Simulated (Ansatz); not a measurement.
Species: C3H5N, SMILES `C=C=NC` (charge 0, multiplicity 1).

Question: Give a relaxed geometry from B3LYP-D3(BJ)/def2-TZVP (Ansatz, an electronic-structure program).

Answer: the end point of this relaxation (outside a Z-matrix the atoms follow the SMILES, hydrogens last).
Bonds (Å): C1–C2 1.310, C1–H5 1.081, C1–H6 1.080, C2–N3 1.212, N3–C4 1.457, C4–H7 1.093, C4–H8 1.090, C4–H9 1.090. Angles (°): C2–C1–H5 120.5, C2–C1–H6 120.5, H5–C1–H6 119.1, C1–C2–N3 176.3, C2–N3–C4 124.2, N3–C4–H7 112.8, N3–C4–H8 108.6, N3–C4–H9 108.6, H7–C4–H8 109.6, H7–C4–H9 109.5, H8–C4–H9 107.6.
